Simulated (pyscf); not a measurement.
HO–Si(OH)(OH)–CH(F)–F (SMILES O[Si](O)(O)C(F)F), singlet

Gas-phase minimum from PySCF at ωB97X-D3(BJ)/def2-SVP, one conformer. 

SMILES: O[Si](O)(O)C(F)F
```xyz
11

O     -0.1017    -0.0325    -1.8420
Si     0.0965    -0.3835    -0.2382
O      1.7067    -0.3115     0.0998
O     -0.7147     0.5876     0.8146
C     -0.6820    -2.1004     0.0199
F     -1.8304    -2.1309    -0.7436
F      0.1583    -3.0637    -0.4670
H     -0.9065    -0.3928    -2.2335
H      2.3080    -0.5625    -0.6093
H     -0.4183     1.4988     0.9089
H     -0.9620    -2.3792     1.0509
```
Charge 0, spin multiplicity 1.

Bonds (Å): O1–Si2 1.654, O1–H8 0.965, Si2–O3 1.647, Si2–O4 1.646, Si2–C5 1.903, O3–H9 0.963, O4–H10 0.963, C5–F6 1.379, C5–F7 1.368, C5–H11 1.104. Bond angles (°): Si2–O1–H8 114.5, O1–Si2–O3 107.9, O1–Si2–O4 115.9, O1–Si2–C5 105.9, O3–Si2–O4 109.0, O3–Si2–C5 114.3, O4–Si2–C5 104.1, Si2–O3–H9 116.6, Si2–O4–H10 118.0, Si2–C5–F6 106.6, Si2–C5–F7 109.6, Si2–C5–H11 117.3, F6–C5–F7 107.4, F6–C5–H11 107.5 (the first ones only).

Properties at ωB97X-D3(BJ)/def2-SVP:

| Quantity | Result |
|---|---|
| Harmonic wavenumbers, unscaled | 49, 118, 146, 197, 237, 276, 284, 323, 369, 387, 432, 559, 711, 780, 809, 823, 888, 983, 1003, 1090, 1149, 1356, 1371, 3110, 3909, 3936, 3938 cm⁻¹ |
| Zero-point energy | 41.8 kcal/mol |
| Rotational symmetry number | 1 |
| Entropy of this conformer at 298 K and 1 atm, rigid rotor and harmonic oscillator, modes under 100 cm⁻¹ raised to 100 | 381.6 J/(mol K) |
| Dipole moment | 1.35 D |

Single-point totals, which compare only within one level:

```json
[
 {"level": "ωB97X-D3(BJ)/def2-TZVP", "total energy (hartree)": "-755.82740"},
 {"level": "PBE/def2-TZVP", "total energy (hartree)": "-755.11689"},
 {"level": "r²SCAN/def2-TZVP", "total energy (hartree)": "-755.50662"},
 {"level": "B3LYP-D3(BJ)/def2-TZVP", "total energy (hartree)": "-755.77524"},
 {"level": "PBE0-D3(BJ)/def2-TZVP", "total energy (hartree)": "-755.15080"},
 {"level": "M06-2X/def2-TZVP", "total energy (hartree)": "-755.56121"},
 {"level": "ωB97M-D3(BJ)/def2-TZVP", "total energy (hartree)": "-755.88048"}
]
```

The lowest mode is so soft that the shape along it may change with the basis. Soft torsions are taken as harmonic, which can shift the entropy by several J/(mol K).
